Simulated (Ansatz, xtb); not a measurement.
C4H7BrO2: which of two isomers lies lower

We compare I, `C[C@H](CBr)OC=O`, a singlet, with II, `O=COCCCBr`, a singlet. Both are isolated molecules in the gas phase, relaxed with r2SCAN-D4/def2-SVP; each stands in its lowest conformer found.

Quicker runs give these differences E(II) − E(I): GFN2-xTB +1.04 kcal/mol; HF/STO-3G +1.25 kcal/mol (at GFN2-xTB geometries); r2SCAN-D4/def2-SVP//GFN2-xTB +1.82 kcal/mol.

Estimate E(II) − E(I) at the level CCSD(T)/def2-SVP + ΔMP2/def2-TZVPP.

Calculated at CCSD(T)/def2-SVP + ΔMP2/def2-TZVPP: E(II) − E(I) = +1.86 kcal/mol, so structure I lies lower.

How the difference moves with the method:

```json
{"level": "GFN2-xTB", "geometry": "GFN2-xTB", "E(II) − E(I) (kcal/mol)": "+1.04", "departure from the last row (kcal/mol)": "−0.82", "job, with rough time for the two": "optimisation, 0.38 s"}
{"level": "HF/STO-3G", "geometry": "GFN2-xTB", "E(II) − E(I) (kcal/mol)": "+1.25", "departure from the last row (kcal/mol)": "−0.62", "job, with rough time for the two": "single point, 0.52 s"}
{"level": "r2SCAN-D4/def2-SVP//GFN2-xTB", "geometry": "GFN2-xTB", "E(II) − E(I) (kcal/mol)": "+1.82", "departure from the last row (kcal/mol)": "−0.04", "job, with rough time for the two": "single point, 4.9 s"}
{"level": "r2SCAN-D4/def2-SVP", "geometry": "r2SCAN-D4/def2-SVP", "E(II) − E(I) (kcal/mol)": "+1.83", "departure from the last row (kcal/mol)": "−0.03", "job, with rough time for the two": "optimisation, 70 s"}
{"level": "HF/def2-SVP", "geometry": "r2SCAN-D4/def2-SVP", "E(II) − E(I) (kcal/mol)": "+0.87", "departure from the last row (kcal/mol)": "−0.99", "job, with rough time for the two": "part of the CCSD(T) run"}
{"level": "MP2/def2-SVP", "geometry": "r2SCAN-D4/def2-SVP", "E(II) − E(I) (kcal/mol)": "+2.05", "departure from the last row (kcal/mol)": "+0.19", "job, with rough time for the two": "part of the CCSD(T) run"}
{"level": "CCSD(T)/def2-SVP", "geometry": "r2SCAN-D4/def2-SVP", "E(II) − E(I) (kcal/mol)": "+1.92", "departure from the last row (kcal/mol)": "+0.06", "job, with rough time for the two": "single point"}
{"level": "CCSD(T)/def2-SVP + ΔMP2/def2-TZVPP", "geometry": "r2SCAN-D4/def2-SVP", "E(II) − E(I) (kcal/mol)": "+1.86", "departure from the last row (kcal/mol)": "", "job, with rough time for the two": "single point, 2.4 min"}
```

As drawn, both hold the same kinds of bond in the same numbers. Structure I has 1 methyl group, II 0.

The levels shown agree on the order. The largest departure from CCSD(T)/def2-SVP + ΔMP2/def2-TZVPP is that of HF/def2-SVP, 0.99 kcal/mol. The last row adds to CCSD(T) the change of the MP2 difference between the two basis sets, here −0.06 kcal/mol.

With thermal terms from frequencies at re-optimised GFN2-xTB minima (ideal gas, soft modes damped towards free rotors, one conformer each, 298.15 K, 1 atm): the zero-point term adds +0.39 kcal/mol; ΔH is +2.11 and ΔG +2.20 kcal/mol.

The correlated steps freeze 15 core orbitals; the filled d shell of Br is correlated, in a basis made for valence electrons. Mirror images aren't counted in ΔG. Codes used: Ansatz 0.2.0, xtb 6.7.1; the last row on 4 threads of Arm Neoverse V1 on a shared host.
